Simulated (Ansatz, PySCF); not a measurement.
Process, species as SMILES: FC(Cl)(Cl)Cl → F atom + Cl[C](Cl)Cl (the C-F bond at the site shown breaks; other sites are not compared here)
Structures are relaxed separately at B3LYP-D3(BJ)/def2-TZVP in Ansatz (an electronic-structure program). Frequencies are from Ansatz or PySCF.

Wanted: bond dissociation energy (enthalpy at 298 K, with B3LYP-D3(BJ) rigid-rotor harmonic-oscillator terms), in kJ/mol. Cores are frozen in the correlated levels unless marked. Open shells are spin-unrestricted. No spin-orbit coupling. No relativistic terms. CBS marks a two-point X^-3 extrapolation of the correlation energy; Hartree-Fock from the larger set. [CCSD(T)-MP2]/basis is that difference in the basis named.

```
level                                                                 program  bond dissociation energy (kJ/mol)
-------------------------------------------------------------  --------------  ---------------------------------
revPBE-D4/def2-TZVPD                                           Ansatz + dftd4                              427.0
revPBE/def2-TZVPD                                                      Ansatz                              414.6
r2SCAN/def2-TZVPD                                                      Ansatz                              424.0
B3LYP-D3(BJ)/def2-TZVPD                                        Ansatz + dftd3                              418.5
B3LYP-D4/def2-TZVPD                                            Ansatz + dftd4                              419.8
PBE0-D3(BJ)/def2-TZVP                                          Ansatz + dftd3                                  …
PBE0/def2-QZVPP                                                        Ansatz                              420.2
BHLYP-D4/def2-TZVPD                                            Ansatz + dftd4                                  …
r2SCANh/def2-TZVPD                                                     Ansatz                              414.2
wB97M-V/def2-TZVPD                                                     Ansatz                                  …
B2GP-PLYP/def2-TZVPD                                                   Ansatz                              425.8
PBE-QIDH/def2-TZVPD                                                    Ansatz                              424.8
SCS-MP2/STO-3G                                                         Ansatz                              351.1
SCS-MP2/cc-pV(D+d)Z                                                    Ansatz                              412.6
CCSD/6-31G*                                                            Ansatz                              406.4
CCSD/cc-pV(D+d)Z                                                       Ansatz                              384.1
RI-MP2/CBS(cc-pV(T+d)Z,cc-pV(Q+d)Z)+[CCSD(T)-MP2]/cc-pV(T+d)Z          Ansatz                              444.5
```

Q: Some entries are withheld; supply them.

A: 
- PBE0-D3(BJ)/def2-TZVP, bond dissociation energy (kJ/mol): 423.7
- BHLYP-D4/def2-TZVPD, bond dissociation energy (kJ/mol): 386.4
- wB97M-V/def2-TZVPD, bond dissociation energy (kJ/mol): 443.1
